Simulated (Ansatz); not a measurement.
Correlation energies of ClGaHO (`[O][GaH][Cl]`) radical by basis set

```xyz
4

O    -0.1351   -0.7841   -1.5798
Ga    0.1686   -0.0139    0.0144
Cl   -1.6143    0.6844    0.9427
H     1.5808    0.1136    0.6227
```

The species carries charge 0 and has multiplicity 2. Correlated methods include outer-core shells of Ga, which these sets cover unevenly. Scalar relativity is left out up to krypton. The structure was optimised at the PBE0-D4/def2-TZVP level. Frozen core, unrestricted reference, Ansatz 0.2.0.

```json
{"basis": "def2-SVP", "HF (Eh)": "-2457.76800", "MP2 corr.": "-0.47907"}
{"basis": "def2-TZVPP", "HF (Eh)": "-2458.27306", "MP2 corr.": "-0.59272"}
{"basis": "def2-QZVPP", "HF (Eh)": "-2458.32982", "MP2 corr.": "-0.87651"}
```

(1) Estimate the CCSD correlation energy and the (T) correction in each basis where they were run (hartree).

Answers

(1) 
```csv
basis,CCSD corr.,(T)
def2-SVP,-0.49771,-0.01282
def2-TZVPP,-0.61866,-0.02407
```
